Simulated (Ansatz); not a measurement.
The same group exchange along the group B, Al, Ga, In.

Isolated molecules relaxed with PBE0-D4/def2-TZVP in Ansatz; ΔE leaves out vibrations. CCSD(T)/CBS is the MP2 limit (def2-TZVPP, def2-QZVPP) plus CCSD(T) − MP2 in def2-TZVPP, frozen cores. This one scheme is used for every species. DFT in def2-TZVPP. Elements past krypton have def2 core potentials. For Ga, In outer-core shells are correlated without core-valence functions, which leaves a few kJ/mol of doubt a bond. Scalar relativity is left out up to krypton.

| reaction | r2SCAN-D4 (kJ/mol) | RPA@PBE/def2-TZVPP (kJ/mol) | revPBE-D4 (kJ/mol) | B97M-V (kJ/mol) |
| --- | --- | --- | --- | --- |
| `CB(F)F` + `C#N` → `N#CB(F)F` + CH₄ | -22 | -21 | -24 | -25 |
| `[CH3][Al]([F])[F]` + `C#N` → `N#[C][Al]([F])[F]` + CH₄ | -54 | -58 | -50 | -58 |
| `[CH3][Ga]([F])[F]` + `C#N` → `N#[C][Ga]([F])[F]` + CH₄ | -19 | -27 | -18 | -25 |
| `[CH3][In]([F])[F]` + `C#N` → `N#[C][In]([F])[F]` + CH₄ | -18 | -25 | -16 | -26 |

Question: Give the CCSD(T)/CBS values in the same order. (Estimate.)

Answer: The calculation gave: -18, -54, -15, -18 kJ/mol.

Largest T1 diagnostic: 0.017, for `N#[C][In]([F])[F]`.
